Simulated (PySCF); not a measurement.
SnCl₂, optimised at PBE0/def2-TZVP:

```xyz
3

Sn     0.0518     0.1166     0.1904
Cl     0.8456     0.2810    -2.0300
Cl    -1.2621    -1.8337    -0.0481
```

Method: PySCF energies (xtb for GFN2) plus ideal-gas RRHO corrections (1 bar). All species are closed-shell singlets. Sn: scalar-relativistic def2 core potential, no spin-orbit coupling.

Task: List the harmonic frequencies (cm⁻¹, unscaled) at this level and at the other levels, each on its own geometry.

Result: 
- PBE0/def2-TZVP: 120, 341, 358
- GFN2-xTB: 109, 303, 327
- PBE/def2-SVP: 110, 339, 346
